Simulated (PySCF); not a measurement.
**Mass spectrum arithmetic for `CC(=S)c1cc[c]cc1`**

Species: `CC(=S)c1cc[c]cc1` [radical].

Calculated for natural abundance.

Task: Find the molar and monoisotopic masses of C8H7S.

Result: For C8H7S, with standard atomic weights, 8 × 12.011 + 1 × 32.060 + 7 × 1.008 = 135.204 g/mol. From the most abundant isotopes (12C, 32S, 1H), 8 × 12.000000 + 1 × 31.972071 + 7 × 1.007825 = 135.0268 u.

Task: What cluster does the singly charged cation M+ show when like nominal masses merge?

Result: 
```
nominal mass  m/z (centroid)  relative intensity
         135        135.0263               100.0
         136        136.0293                 9.5
         137        137.0229                 4.9
         138        138.0257                 0.4
```

Lines under 0.1 % of the tallest are left out. One electron mass, 0.00055 u, is taken off. Abundances used (%; other tables differ somewhat): 12C 98.93, 13C 1.07; 32S 94.93, 33S 0.76, 34S 4.29, 36S 0.02; 1H 99.9885, 2H 0.0115.

Task: Protons, neutrons, electrons, and exact less nominal mass of the monoisotopic species?

Result: 71 protons, 64 neutrons and 71 electrons; 135.0268 − 135 = +0.0268 u.

Task: What share of all molecules is the monoisotopic species?

Result: 0.9893^8 × 0.9493 × 0.999885^7 = 87.03 %.

Task: Give the mass fraction of each element.

Result: C 71.07 %, S 23.71 %, H 5.22 %.

Task: What resolving power m/Δm just matches the spacing of the species with one 33S and with one 13C?

Result: They lie 0.00397 u apart at mass 136.03, so m/Δm is about 34000.

Task: Which singly substituted isotopologues are there?

Result: Intensity in % of the monoisotopic species:

| isotope | mass shift (u) | m/z | intensity (%) |
| --- | --- | --- | --- |
| 33S | +0.99939 | 136.0257 | 0.80 |
| 13C | +1.00335 | 136.0297 | 8.65 |
| 2H | +1.00628 | 136.0326 | 0.08 |
| 34S | +1.99580 | 137.0221 | 4.52 |
| 36S | +3.99501 | 139.0213 | 0.02 |

Species under 0.02 % are left out.
